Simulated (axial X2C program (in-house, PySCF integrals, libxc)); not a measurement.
## Spin–orbit effects down a group: molecules with Mg (ions), HF

Calculated with an in-house relativistic program for diatomic molecules, spin-free (one-electron X2C) or two-component (2c: spin–orbit coupling with atomic mean-field Coulomb and Gaunt terms, which also bring small scalar terms), in Dyall basis sets with cores contracted in-house; open shells are unrestricted.

Basis sets: Br dyall-acv3z, Cl dyall-av3z, F dyall-av3z, I dyall-acv3z, Mg dyall-av3z.

```
molecule  spin-free state  Re (Å)  ωe (cm⁻¹)  De (eV)  2c state  Re 2c (Å)  ωe 2c (cm⁻¹)  De 2c (eV)
    MgF⁻   M_S = 0, Λ = 0   1.796      621.1     2.71     Ω = 0      1.796         620.9        2.71
   MgCl⁻   M_S = 0, Λ = 0   2.382      303.2     1.15     Ω = 0      2.382         303.1        1.15
   MgBr⁻   M_S = 0, Λ = 0   2.600      215.9     0.85     Ω = 0      2.601         215.6        0.85
    MgI⁻   M_S = 0, Λ = 0   2.975      144.5     0.52     Ω = 0      2.979         143.5        0.52
```

(1) Work out the shifts from the spin-free to the two-component result.

Fragments in 2c: Mg + F-, Cl- + Mg, Br- + Mg, I- + Mg. Each entry is the lowest single determinant of a limited PBE0 search at one distance. De goes to single-determinant-based atoms at the same level (for ions the charge split of lowest energy) and is withheld (n/a) where an atom does not fit its ground term or J level. Main or longest-lived isotopes.

## Answers

(1) 

```json
{"molecule": "MgF⁻", "2c state": "Ω = 0", "ΔRe (Å)": "0.000", "Δωe (cm⁻¹)": "-0.2", "ΔDe (eV)": "0.00"}
{"molecule": "MgCl⁻", "2c state": "Ω = 0", "ΔRe (Å)": "0.000", "Δωe (cm⁻¹)": "-0.1", "ΔDe (eV)": "0.00"}
{"molecule": "MgBr⁻", "2c state": "Ω = 0", "ΔRe (Å)": "0.001", "Δωe (cm⁻¹)": "-0.3", "ΔDe (eV)": "0.00"}
{"molecule": "MgI⁻", "2c state": "Ω = 0", "ΔRe (Å)": "0.004", "Δωe (cm⁻¹)": "-1.0", "ΔDe (eV)": "0.00"}
```

Shifts of one unit in the last digit are rounding.
